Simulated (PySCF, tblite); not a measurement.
One entry of a table of gas-phase calculations, keyed by method. Lists by class give the value and the number of equivalent atoms.

```json
{
 "formula": "C3H12O2Si3",
 "smiles": "C[SiH2]CC(=O)O[SiH2][SiH3]",
 "charge": 0,
 "multiplicity": 1,
 "geometry_level": "GFN2-xTB",
 "atoms_angstrom": [
  ["C", -2.208, 0.535, -1.046],
  ["Si", -2.276, -1.016, 0.04],
  ["C", -0.991, -0.859, 1.465],
  ["C", 0.291, -0.472, 0.839],
  ["O", 1.051, -1.262, 0.318],
  ["O", 0.507, 0.829, 0.83],
  ["Si", 1.799, 1.555, 0.036],
  ["Si", 2.924, -0.107, -1.092],
  ["H", -1.273, 0.581, -1.599],
  ["H", -2.276, 1.442, -0.45],
  ["H", -3.019, 0.551, -1.768],
  ["H", -3.581, -1.145, 0.703],
  ["H", -1.964, -2.218, -0.735],
  ["H", -1.303, -0.103, 2.18],
  ["H", -0.89, -1.821, 1.959],
  ["H", 1.046, 2.571, -0.708],
  ["H", 2.444, 2.231, 1.166],
  ["H", 2.098, -0.819, -2.069],
  ["H", 3.962, 0.573, -1.902],
  ["H", 3.653, -1.035, -0.233]
 ],
 "electronic_structure_code": "PySCF",
 "results": {
  "GFN2-xTB geometry": {
   "point_group": "C1",
   "rotational_constants_GHz": [2.02, 0.652, 0.624]
  },
  "PBE0/pcSseg-1 ground state and GIAO shieldings, non-relativistic": {
   "dipole_D": 2.27,
   "homo_eV": -7.98,
   "lumo_eV": -0.3,
   "shift_vs_computed_TMS_C_by_class_ppm": [
    [182.3, 1],
    [25.6, 1],
    [-7.1, 1]
   ],
   "shift_vs_computed_TMS_H_by_class_ppm": [
    [5.05, 2],
    [4.39, 2],
    [3.82, 3],
    [2.03, 2],
    [0.24, 3]
   ],
   "shielding_other_nuclei_by_class_ppm": [
    ["O", -90.2, 1],
    ["O", 146.2, 1],
    ["Si", 377.4, 1],
    ["Si", 386.5, 1],
    ["Si", 470.1, 1]
   ],
   "charges_hirshfeld_e_by_atom": [-0.21, 0.36, -0.16, 0.22, -0.22, -0.18, 0.32, 0.19, 0.04, 0.04, 0.05, -0.08, -0.07, 0.05, 0.06, -0.08, -0.07, -0.07, -0.1, -0.07]
  },
  "GFN2-xTB harmonic vibrations, gas phase": {
   "strongest_ir_bands_cm-1_km_per_mol_modes": [
    [717.9, 352.0, 1],
    [1243.5, 483.8, 1],
    [1696.2, 419.9, 1],
    [2108.0, 463.1, 1],
    [2225.6, 422.0, 2],
    [2242.2, 368.3, 1]
   ],
   "zpe_kcal_per_mol": 84.5
  }
 }
}
```

With B = h/(8π²I), that is 505.379 GHz u Å² over I, the principal moments of inertia are 250.2, 775.0 and 809.3 u Å² (most abundant isotopes); the inertial defect Ic − Ia − Ib is -215.9 u Å² (zero for a rigid planar frame, negative otherwise). The rotational constants make it an asymmetric top with κ = (2B − A − C)/(A − C) = -0.96, nearer the prolate limit (−1). The zero-point energy, half the sum of the 54 harmonic wavenumbers, equals 29550 cm⁻¹ or 353 kJ/mol.

One conformer (not necessarily the lowest) at the GFN2-xTB geometry, without solvent or vibrations. NMR classes are plain means over equivalent atoms (diastereotopic ones count apart unless rotation or inversion swaps them), as if these changed places fast; in this geometry the members of some classes differ.

Conformer computed: `[CH3:1][SiH2:2][CH2:3][C:4](=[O:5])[O:6][SiH2:7][SiH3:8]`: C1–Si2–C3–C4 -50°, Si2–C3–C4–O5 -82°, C3–C4–O6–Si7 -173°, C4–O6–Si7–Si8 4°.
